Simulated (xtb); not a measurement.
xtb input:

```bash
xtb mol.xyz --gfn 1 --sp --chrg 1 --uhf 0
```
mol.xyz:
```
4

Cl    -1.43370246    -0.17800052     0.01936132
C     -0.00925733     0.60505668    -0.02645622
Cl     1.43849366    -0.13515052    -0.00566873
H     -0.02590629     1.69322759    -0.07403672
```

Problem. Which total energy does the run end on?

Solution. -10.60905 Eh (GFN1-xTB).
